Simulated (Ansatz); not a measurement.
One change: `[F][Ti]([F])([SH])[Cl]` becomes `[F][Ti]([F])([Cl])[Cl]`.

Ansatz, PBE0-D4/def2-TZVP geometries, multiplicity 1. Each molecule was computed in one conformer, which needn't be the lowest.

Scalar relativity is left out up to krypton.

```json
{"property": "zero-point energy (PBE0-D4/def2-TZVP) / kJ/mol", "`[F][Ti]([F])([SH])[Cl]`": "39.9"}
{"property": "LUMO energy (ωB97M-V/def2-TZVPP) / eV", "`[F][Ti]([F])([SH])[Cl]`": "-1.09"}
{"property": "HOMO energy (B3LYP/def2-TZVPP) / eV", "`[F][Ti]([F])([SH])[Cl]`": "-8.16"}
{"property": "size of the dipole moment (PBE/def2-TZVPP) / D", "`[F][Ti]([F])([SH])[Cl]`": "1.02"}
{"property": "HOMO energy (PBE/def2-TZVPP) / eV", "`[F][Ti]([F])([SH])[Cl]`": "-7.17"}
{"property": "HOMO–LUMO gap (ωB97M-V/def2-TZVPP) / eV", "`[F][Ti]([F])([SH])[Cl]`": "9.43"}
```

Question: What does the change do to each property? (An estimate is asked.)

Answer: The calculation gave: 
```csv
property,`[F][Ti]([F])([Cl])[Cl]`,shift
zero-point energy (PBE0-D4/def2-TZVP) / kJ/mol,20.3,-19.6
LUMO energy (ωB97M-V/def2-TZVPP) / eV,-1.37,-0.28
HOMO energy (B3LYP/def2-TZVPP) / eV,-9.59,-1.43
size of the dipole moment (PBE/def2-TZVPP) / D,0.20,-0.82
HOMO energy (PBE/def2-TZVPP) / eV,-8.45,-1.28
HOMO–LUMO gap (ωB97M-V/def2-TZVPP) / eV,10.68,1.25
```

With PBE0 the HOMO falls by 1.46 eV and the LUMO falls by 0.30 eV, so the gap widens by about 1.16 eV. PBE moves the HOMO by -1.28 eV and ωB97M-V by -1.54 eV. The zero-point energy changes by -19.6 kJ/mol with -3 modes. Dipoles are sizes alone; their direction can turn.

B3LYP here is the variant with VWN-RPA as its local correlation; programs differ in this.
